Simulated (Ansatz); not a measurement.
Reaction (formal exchange of groups at a B–I bond): `CBI` + `[SiH3]S` → `CB[SiH2]S` + HI

Isolated molecules relaxed with PBE0-D4/def2-TZVP in Ansatz; ΔE leaves out vibrations. CCSD(T)/CBS is the MP2 limit (def2-TZVPP, def2-QZVPP) plus CCSD(T) − MP2 in def2-TZVPP, frozen cores. Functionals use def2-TZVPP. def2 core potentials past Kr. For I outer-core shells are correlated without core-valence functions, which leaves a few kJ/mol of doubt a bond. Each species was taken in one conformer, which may not be the lowest.

CCSD(T)/CBS gives +97.8 kJ/mol.

Q: Another level gave +96.0 kJ/mol. Which?
A. PBE-D4/def2-TZVPP
B. CCSD(T)/def2-TZVPP
C. HF/def2-TZVPP
D. MP2/def2-TZVPP

A: B. CCSD(T)/def2-TZVPP 96.0, PBE-D4 88.4, MP2/def2-TZVPP 107.7, HF/def2-TZVPP 100.6 kJ/mol.

Largest T1 diagnostic among the species: 0.011.

The D4 term adds −3.7 kJ/mol with B3LYP and −2.4 kJ/mol with PBE0; it sums over pairs of atoms, weighted by their polarisabilities, and B3LYP, whose exchange is more repulsive, gets the larger term. Leaving LDA and LC-ωPBE aside and taking each functional with its dispersion term where it has one, the values, not all of them listed here, spread over 12.4 kJ/mol, from revPBE-D4 to B2PLYP. LDA lies −3.2 kJ/mol from PBE without D4.

B3LYP here is the variant with VWN-RPA as its local correlation; programs differ in this.
